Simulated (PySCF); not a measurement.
Molfile (atoms numbered from 1):
```
C7H12N2
     RDKit          3D

 21 21  0  0  0  0  0  0  0  0999 V2000
    3.5683    0.8709    0.3231 C   0  0  0  0  0  0  0  0  0  0  0  0
    2.4145    0.2041    0.3587 C   0  0  0  0  0  0  0  0  0  0  0  0
    1.1355    0.6621   -0.2845 C   0  0  1  0  0  0  0  0  0  0  0  0
    0.6702   -0.3665   -1.2998 C   0  0  0  0  0  0  0  0  0  0  0  0
   -0.2741   -1.1090   -0.8561 N   0  0  0  0  0  0  0  0  0  0  0  0
   -0.6129   -0.7177    0.3989 N   0  0  0  0  0  0  0  0  0  0  0  0
   -1.9435   -1.0702    0.8325 C   0  0  0  0  0  0  0  0  0  0  0  0
   -3.0729   -0.3571    0.1004 C   0  0  0  0  0  0  0  0  0  0  0  0
   -0.0762    0.6127    0.6601 C   0  0  0  0  0  0  0  0  0  0  0  0
    3.6515    1.8379   -0.1845 H   0  0  0  0  0  0  0  0  0  0  0  0
    4.4715    0.4782    0.7972 H   0  0  0  0  0  0  0  0  0  0  0  0
    2.3576   -0.7651    0.8703 H   0  0  0  0  0  0  0  0  0  0  0  0
    1.2809    1.6613   -0.7224 H   0  0  0  0  0  0  0  0  0  0  0  0
    1.1474   -0.5720   -2.2597 H   0  0  0  0  0  0  0  0  0  0  0  0
   -1.9964   -0.8736    1.9159 H   0  0  0  0  0  0  0  0  0  0  0  0
   -2.0434   -2.1591    0.7042 H   0  0  0  0  0  0  0  0  0  0  0  0
   -4.0513   -0.7044    0.4657 H   0  0  0  0  0  0  0  0  0  0  0  0
   -3.0354    0.7342    0.2428 H   0  0  0  0  0  0  0  0  0  0  0  0
   -3.0158   -0.5639   -0.9788 H   0  0  0  0  0  0  0  0  0  0  0  0
   -0.8055    1.4021    0.3858 H   0  0  0  0  0  0  0  0  0  0  0  0
    0.1907    0.7387    1.7198 H   0  0  0  0  0  0  0  0  0  0  0  0
  1  2  2  0
  2  3  1  0
  3  4  1  0
  4  5  2  0
  5  6  1  0
  6  7  1  0
  7  8  1  0
  6  9  1  0
  9  3  1  0
  1 10  1  0
  1 11  1  0
  2 12  1  0
  3 13  1  6
  4 14  1  0
  7 15  1  0
  7 16  1  0
  8 17  1  0
  8 18  1  0
  8 19  1  0
  9 20  1  0
  9 21  1  0
M  END
```

Geometry: PBE0-D3(BJ)/def2-SVP; GIAO shifts from PySCF 2.14, gas phase, non-relativistic, averaged over equivalent atoms.

At KT3/pcSseg-1 (213 basis functions, 45 s wall time on 1 thread of an Arm Neoverse V2, shared host):
| atoms | δ (ppm) |
| --- | --- |
| C2 | 133.2 |
| C4 | 126.9 |
| C1 | 109.6 |
| C3 | 55.3 |
| C9 | 54.7 |
| C7 | 48.2 |
| C8 | 9.4 |
| N5 | 363.9 |
| N6 | 152.8 |
| H14 | 5.96 |
| H12 | 5.70 |
| H10 | 4.97 |
| H11 | 4.90 |
| H16 | 3.71 |
| H20 | 3.32 |
| H13 | 3.09 |
| H15 | 2.93 |
| H21 | 2.83 |
| H17/H18/H19 | 0.92 |

Shifts are taken against calculated references (same method and geometry level): $^{13}$C (182.31 ppm), $^{1}$H (31.32 ppm) against TMS; $^{15}$N (262.01 ppm) against NH3.

Task: Estimate the result of repeating the calculation with PBE0/pcSseg-1.

Result: 
```
      atoms  δ at PBE0/pcSseg-1  change
         C2               145.9   +12.7
         C4               140.2   +13.3
         C1               121.7   +12.1
         C3                55.1    -0.2
         C9                55.1    +0.4
         C7                46.7    -1.5
         C8                 8.6    -0.8
         N5               399.5   +35.6
         N6               150.4    -2.4
        H14                6.17   +0.21
        H12                5.95   +0.25
        H10                5.26   +0.29
        H11                5.19   +0.29
        H16                3.67   -0.04
        H20                3.20   -0.12
        H13                3.05   -0.04
        H15                2.83   -0.10
        H21                2.80   -0.03
H17/H18/H19                0.91   -0.01
```

Referencing at the same level of theory: $^{13}$C (184.41 ppm), $^{1}$H (31.27 ppm) against TMS; NH3 for $^{15}$N (265.67 ppm).

The largest change is at N5 (imine nitrogen). Cost: 213 basis functions, 31 s wall time on 1 thread of an Arm Neoverse V2, shared host. The order of the carbon signals changes between the two levels.

Experimental scales use liquid or dissolved standards, which lie at an offset from isolated NH3 (liquid NH3: subtract about 20 ppm). Unscaled 15N shifts of sp2 nitrogen come out 20 to 40 ppm too high even then.
